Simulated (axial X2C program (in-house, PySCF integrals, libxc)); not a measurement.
Results of a calculation; reference values are marked as such.
# SeH: input and output

Program: an axial X2C code built on PySCF integrals.

Input:
```json
{"zs": [34, 1], "q": 0, "bas": ["dyall-v3z", "dyall-v3z"], "levels": ["PBE0", "HF", "TPSS", "M06"], "cc": false, "r0": 1.036, "npts": 10, "nst": 2, "ntry": 6}
```
```bash
python so2c.py task.json out
```

Keys: zs atomic numbers; q charge; bas basis sets; levels methods; cc coupled cluster on or off; r0 starting distance in Å; npts points on the curve; nst determinants followed; ntry starts of the search. HF also brings MP2.

Output of the TPSS step, with spin–orbit coupling, at R = 1.472 Å for the state Ω = 3/2. It starts from PBE0 orbitals of this distance.

```
two-component X2C + atomic mean field  TPSS
basis functions 89  fitting functions 580  grid points 5072
iter        total energy     max residual
   1      -2429.636540219     2.37e-02
   2      -2429.637450357     9.58e-03
   3      -2429.637618513     8.58e-03
   4      -2429.637897187     2.74e-04
   5      -2429.637897399     2.69e-04
   6      -2429.637898535     2.17e-05
   7      -2429.637898541     4.82e-06
   8      -2429.637898541     1.45e-06
converged
one-electron -3402.13774843  Coulomb 1050.02548854  exact exchange 0.00000000  xc functional -88.85315874  nuclear repulsion 12.22284319  atomic mean-field constant -0.89532309
```
Energies are in hartree; totals compare only within one Hamiltonian and basis.
